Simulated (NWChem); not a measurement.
System meant: CH3ClMnN2, sextet; SMILES [NH]1->[Mn]([NH]C=1)[Cl]

Here is an NWChem input.

```
start job
memory heap 200 mb stack 900 mb global 1100 mb
geometry units angstroms noautoz
  Mn    -0.122927    -0.293082     0.000000
  Cl     0.180680    -2.492931     0.000000
  C     -0.462554     2.159499     0.000000
  N     -0.366497     1.466393    -1.118878
  N     -0.366497     1.466393     1.118878
  H     -0.613901     3.254989     0.000000
  H     -0.438130     1.980155    -1.987894
  H     -0.438130     1.980155     1.987894
end
basis spherical
  * library def2-svp
end
dft
  odft
  mult 6
  xc b3lyp
  iterations 4
  mulliken
end
task dft energy
```

End of the output:

```
     --------------------------
     Expectation value of S2:
     --------------------------
      <S2> =      8.7567 (Exact =     8.7500)

 center of mass
 --------------
 x =   0.00000000 y =   0.00000000 z =   0.15219957

 moments of inertia (a.u.)
 ------------------
        1429.108957378477           0.000000000000           0.000000000000
           0.000000000000        1275.460917202013           0.000000000000
           0.000000000000           0.000000000000         153.648040176464

     Multipole analysis of the density
     ---------------------------------

     L   x y z        total         alpha         beta         nuclear
     -   - - -        -----         -----         ----         -------
     0   0 0 0     -0.000000    -35.000000    -30.000000     65.000000

     1   1 0 0      0.000000      0.000000     -0.000000      0.000000
     1   0 1 0     -0.000000     -0.000000     -0.000000      0.000000
     1   0 0 1     -2.051066     -1.751465     -0.299601      0.000000

     2   2 0 0    -33.000461    -18.316647    -14.683814      0.000000
     2   1 1 0     -0.000000     -0.000000      0.000000      0.000000
     2   1 0 1     -0.000000     -0.000000     -0.000000      0.000000
     2   0 2 0    -30.727721    -62.729802    -58.809645     90.811726
     2   0 1 1     -0.000000      0.000000     -0.000000      0.000000
     2   0 0 2    -34.772423   -353.700727   -347.327631    666.255935

 ------------------------------------------------------------------------
 dft energy failed                                                                                  0
 ------------------------------------------------------------------------
 ------------------------------------------------------------------------
  current input line :
    23: task dft energy
 ------------------------------------------------------------------------
 ------------------------------------------------------------------------
 This type of error is most commonly associated with calculations not reaching convergence criteria
 ------------------------------------------------------------------------
 For more information see the NWChem manual at https://nwchemgit.github.io

0:dft energy failed:Received an Error in Communication
```

Question: Can this run be used? If not, why, and what is the fix?

Answer: Convergence was not reached. Cause: the SCF was allowed too few iterations. This input runs:
```
start job
memory heap 200 mb stack 900 mb global 1100 mb
geometry units angstroms noautoz
  Mn    -0.122927    -0.293082     0.000000
  Cl     0.180680    -2.492931     0.000000
  C     -0.462554     2.159499     0.000000
  N     -0.366497     1.466393    -1.118878
  N     -0.366497     1.466393     1.118878
  H     -0.613901     3.254989     0.000000
  H     -0.438130     1.980155    -1.987894
  H     -0.438130     1.980155     1.987894
end
basis spherical
  * library def2-svp
end
dft
  odft
  mult 6
  xc b3lyp
  iterations 150
  mulliken
end
task dft energy
```
It converges to -1760.35960 Ha (B3LYP/def2-SVP, spin-unrestricted).
